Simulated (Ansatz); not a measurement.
O2Zr, singlet, geometry from GFN2-xTB (such geometries of metal compounds can be far from the true shape) (core potentials on Zr); R2SCAN/def2-SVP in Ansatz (a first-principles code).

The Ansatz input:
Ansatz 0.2 input:
```yaml
crystal:
  periodic: [false, false, false]
  atoms:
    - {symbol: Zr, position_ang: [-0.14735518, -0.16294999, -0.21094306]}
    - {symbol: O, position_ang: [1.44787434, 0.60647650, -0.38052480]}
    - {symbol: O, position_ang: [-0.71109845, 0.20827346, 1.43524010]}
basis:
  gaussian:
    orbitals: def2-SVP
hamiltonian:
  xc: r2scan
```

What the program printed (banner, timings and long lists left out):

```
Functional definition: r2SCAN
564 factors; their error is unknown
mean field evaluation 1: about -5350.6655 eV, gradient 1.0e2 eV
mean field evaluation 2: about -4944.0936 eV, gradient 3.3e2 eV
mean field evaluation 4: about -5370.2132 eV, gradient 1.5e1 eV
mean field evaluation 8: about -5370.8203 eV, gradient 1.7e-1 eV
mean field evaluation 16: about -5370.8077 eV, gradient 2.0e-4 eV
mean field -5370.80769146 eV, -197.3735421970 hartree, gradient 1.1e-5 eV, S^2 0.000000; 0 other end points of the search recorded, 0 dependent functions left out
reference -5370.80770829 eV, -197.3735428154 hartree; 14, 14 occupied and 45, 45 virtual orbitals, 564 factors
Total energy: -5370.80770829 eV, -197.3735428154 hartree
```
